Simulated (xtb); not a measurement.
C$_{4}$H$_{8}$, triplet, from a rough starting geometry (a higher spin typed on purpose: for a closed-shell molecule this is an excited state); GFN2-xTB (xtb).

The xtb input:
```
$ xtb mol.xyz --gfn 2 --uhf 2 --opt vtight --json

# file mol.xyz
12

C     -1.17577381    -0.78907451     0.02915712
C     -0.03404684     0.15096085     0.06497519
C      1.29202395    -0.38298194    -0.17617509
C     -0.18389787     1.52283282     0.11245711
H     -0.96160350    -1.45619770     0.93305055
H     -1.21729738    -1.34056569    -0.86827936
H     -2.09504631    -0.34311393     0.19941055
H      1.58789169    -1.01332030     0.60425427
H      2.10511936     0.40298298    -0.19778452
H      1.33431556    -0.94781168    -1.18170021
H      0.59389070     2.24375662     0.11476498
H     -1.21454853     1.91874756     0.33243915
```

Predict the main parts of the log of this xtb run.


```
   ID    Z sym.   atoms
    1    6 C      1-4
    2    1 H      5-12

           -------------------------------------------------
          |                Calculation Setup                |
           -------------------------------------------------

           -------------------------------------------------
          |                 G F N 2 - x T B                 |
           -------------------------------------------------

          ...................................................
          :                      SETUP                      :
          :.................................................:
          :  # basis functions                  24          :
          :  # atomic orbitals                  24          :
          :  # shells                           16          :
          :  # electrons                        24          :
          :  max. iterations                   250          :
          :  Hamiltonian                  GFN2-xTB          :
          :  restarted?                      false          :
          :  GBSA solvation                  false          :
          :  PC potential                    false          :
          :  electronic temp.          300.0000000     K    :
          :  accuracy                    1.0000000          :
          :  -> integral cutoff          0.2500000E+02      :
          :  -> integral neglect         0.1000000E-07      :
          :  -> SCF convergence          0.1000000E-05 Eh   :
          :  -> wf. convergence          0.1000000E-03 e    :
          :  Broyden damping             0.4000000          :
          :  net charge                          0          :
          :  unpaired electrons                  2          :
          ...................................................

 iter      E             dE          RMSdq      gap      omega  full diag
   1    -12.6140649 -0.126141E+02  0.301E+00    7.65       0.0  T
   2    -12.6362054 -0.221405E-01  0.166E+00    7.99       1.0  T
   3    -12.6366908 -0.485375E-03  0.670E-01    7.91       1.0  T
   4    -12.6367719 -0.810676E-04  0.926E-02    7.88       1.0  T
   5    -12.6367869 -0.150276E-04  0.495E-02    7.85       1.0  T
   6    -12.6367875 -0.598192E-06  0.122E-02    7.86       2.4  T
   7    -12.6367877 -0.199090E-06  0.175E-03    7.86      16.5  T
   8    -12.6367877 -0.305785E-08  0.760E-04    7.86      38.0  T
   9    -12.6367877 -0.414850E-09  0.178E-04    7.86     161.9  T

[...]
 * total energy  :   -12.4786172 Eh     change       -0.5849604E-03 Eh
 * total energy  :   -12.4789121 Eh     change       -0.2948693E-03 Eh
 * total energy  :   -12.4789754 Eh     change       -0.6332071E-04 Eh
 * total energy  :   -12.4790175 Eh     change       -0.4207518E-04 Eh
 * total energy  :   -12.4790437 Eh     change       -0.2619970E-04 Eh
 * total energy  :   -12.4791307 Eh     change       -0.8701172E-04 Eh
 * total energy  :   -12.4791581 Eh     change       -0.2740147E-04 Eh
 * total energy  :   -12.4791651 Eh     change       -0.7031953E-05 Eh
 * total energy  :   -12.4791667 Eh     change       -0.1604111E-05 Eh
 * total energy  :   -12.4791671 Eh     change       -0.4283361E-06 Eh
 * total energy  :   -12.4791673 Eh     change       -0.1173988E-06 Eh
 * total energy  :   -12.4791673 Eh     change       -0.6917522E-07 Eh
   *** GEOMETRY OPTIMIZATION CONVERGED AFTER 28 ITERATIONS ***
         :: total energy             -12.479167331307 Eh    ::
[...]
     8   1 H        0.924     0.043     2.412     2.429
     9   1 H        0.925     0.037     2.483     2.464
    10   1 H        0.924     0.043     2.412     2.429
    11   1 H        0.926     0.039     2.462     2.454
    12   1 H        0.926     0.039     2.462     2.454

 Mol. C6AA /au·bohr⁶  :       1076.565937
 Mol. C8AA /au·bohr⁸  :      23320.710806
 Mol. α(0) /au        :         50.896760

Wiberg/Mayer (AO) data.
largest (>0.10) Wiberg bond orders for each atom

 ---------------------------------------------------------------------------
     #   Z sym  total        # sym  WBO       # sym  WBO       # sym  WBO
 ---------------------------------------------------------------------------
     1   6 C    3.995 --     2 C    1.020     7 H    0.986     5 H    0.963
                             6 H    0.956
     2   6 C    3.356 --     4 C    1.150     3 C    1.020     1 C    1.020
     3   6 C    3.995 --     2 C    1.020     9 H    0.987    10 H    0.962
                             8 H    0.957
     4   6 C    3.177 --     2 C    1.150    12 H    0.952    11 H    0.952
     5   1 H    0.997 --     1 C    0.963
     6   1 H    0.997 --     1 C    0.956
     7   1 H    0.999 --     1 C    0.986
     8   1 H    0.997 --     3 C    0.957
     9   1 H    0.999 --     3 C    0.987
    10   1 H    0.997 --     3 C    0.962
    11   1 H    0.997 --     4 C    0.952
    12   1 H    0.997 --     4 C    0.952
 ---------------------------------------------------------------------------

Topologies differ in total number of bonds
Writing topology from bond orders to xtbtopo.mol

molecular dipole:
                 x           y           z       tot (Debye)
 q only:        0.027      -0.174      -0.018
   full:        0.028      -0.183      -0.022       0.474
molecular quadrupole (traceless):
                xx          xy          yy          xz          yz          zz
 q only:        0.288       0.022       0.125       0.001       0.055      -0.413
  q+dip:       -0.711      -0.269       0.934       0.056       0.129      -0.223
   full:       -0.157      -0.107       0.468       0.037       0.086      -0.310

optimized geometry written to: xtbopt.xyz

           -------------------------------------------------
          | TOTAL ENERGY              -12.479167331307 Eh   |
          | GRADIENT NORM               0.000067953236 Eh/α |
          | HOMO-LUMO GAP               9.897147980435 eV   |
           -------------------------------------------------
```
